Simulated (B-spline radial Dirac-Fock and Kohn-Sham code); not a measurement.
**Cu²⁺ 2p3/2: cross section and angular parameters**

System: copper as Cu²⁺ in the configuration [Ar] 3d9; threshold 965.5 eV (orbital energy of the model). Method: Dirac-Hartree-Slater photoionisation with a Latter tail; cross sections with all multipoles, angular parameters from the dipole term and its interference with E2. Computed with an atomic code on a B-spline grid.

Input of the calculation (task.json; shells as n, l, electrons):

```json
{"items": [{
  "Z": 29,
  "q": 2,
  "cfg": [[1, 0, 2], [2, 0, 2], [2, 1, 6], [3, 0, 2], [3, 1, 6], [3, 2, 9]],
  "A": 63,
  "rrms": 3.8823,
  "do": "xps",
  "hv": [60, 77.4, 99.6, 181.0, 210.0, 240.0, 291.0, 326.0, 347.0, 400, 411.0, 453.0, 518.0, 932.0, 1110.0, 1486.9, 1750.0, 2770.0, 2984.4, 4780.0, 6000, 8047.8, 8070.0, 9251.7, 9430.0, 9600.0, 10100.0, 11100.0, 12000, 12400.0]
}]}
```

Launch: `python xray2_run.py task.json out`

For linearly polarised light dσ/dΩ = σ/(4π) [1 + β P₂(cos θ) + (δ + γ cos²θ) sin θ cos φ], with θ from the polarisation vector and φ the angle between the beam and the projection of the electron momentum on the plane normal to the polarisation.

| hν (eV) | σ (kb) | β | γ | δ |
| --- | --- | --- | --- | --- |
| 1110 | 482 | 1.173 | -0.119 | 0.009 |
| 1486.9 | 228 | 1.439 | 0.090 | 0.021 |
| 1750 | 147 | 1.467 | 0.231 | 0.026 |
| 2770 | 39.8 | 1.406 | 0.621 | 0.044 |
| 2984.4 | 31.9 | 1.385 | 0.682 | 0.048 |
| 4780 | 7.53 | 1.209 | 1.041 | 0.083 |
| 6000 | 3.64 | 1.105 | 1.192 | 0.109 |
| 8047.8 | 1.39 | 0.960 | 1.368 | 0.152 |
| 8070 | 1.37 | 0.958 | 1.369 | 0.152 |
| 9251.7 | 0.869 | 0.889 | 1.441 | 0.176 |
| 9430 | 0.815 | 0.879 | 1.451 | 0.180 |
| 9600 | 0.767 | 0.870 | 1.460 | 0.183 |
| 10100 | 0.645 | 0.844 | 1.484 | 0.193 |
| 11100 | 0.467 | 0.796 | 1.529 | 0.213 |
| 12000 | ? | ? | ? | ? |
| 12400 | 0.319 | 0.740 | 1.578 | 0.237 |

**Question.** Give the values at 12000 eV.

**Answer.** σ = 0.357 kb, β = 0.756, γ = 1.563, δ = 0.230.
